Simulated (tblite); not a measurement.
Problem. Give a GFN2-xTB geometry of `C=C[SiH2][C@@](C)(Cl)CC`.

Solution. 
Z-matrix in Å and degrees, rows numbered from 1:
```
C 
C   1  1.3239
Si  2  1.8786  1  124.98
C   3  1.9265  2  108.09  1  -119.49
C   4  1.5174  3  112.33  2  -176.21
Cl  4  1.8134  3  103.89  2   -60.78
C   4  1.5252  3  112.01  2    55.57
C   7  1.5259  4  115.03  3  -178.00
H   1  1.0781  2  121.72  3     0.10
H   1  1.0799  2  122.55  3  -179.92
H   2  1.0837  1  118.25  3   179.87
H   3  1.4681  2  111.19  1    -0.98
H   3  1.4644  2  110.92  1   123.32
H   5  1.0884  4  109.28  3   -69.79
H   5  1.0882  4  111.57  3   169.81
H   5  1.0878  4  110.53  3    49.46
H   7  1.0927  4  108.32  3   -55.83
H   7  1.0937  4  107.47  3    59.96
H   8  1.0876  7  110.44  4    52.37
H   8  1.0871  7  111.20  4   -68.58
H   8  1.0876  7  109.79  4   171.78
```

The C–Si distances run from 1.879 Å (C2–Si3, drawn single) to 1.927 Å (Si3–C4, drawn single), a spread of 0.048 Å. Of the pairs four or more bonds apart, Cl6···H19 is among the closest relative to their van der Waals radii: 2.74 Å, 93 % of the sum of Bondi's values. The 4 C–C bonds span 1.324 Å (C1=C2, drawn double) to 1.526 Å (C7–C8, drawn single), a spread of 0.202 Å. Si3 (SiH2 silicon) is tetrahedral (angles from 107.1° to 111.2°).

Computed geometry: GFN2-xTB, gas phase.

Point group: C1 (no symmetry element, even within 0.4 Å). Its GFN2-xTB frequencies are all real (lowest 30 cm⁻¹). The numbers are those of one conformer (C1–C2–Si3–C4 -119°, C2–Si3–C4–C5 -176°, Si3–C4–C7–C8 -178°).

The run took 0.87 s on Arm Neoverse N1, one thread, shared host with 64 logical CPUs at a one-minute load of 56. This is the geometry optimisation.
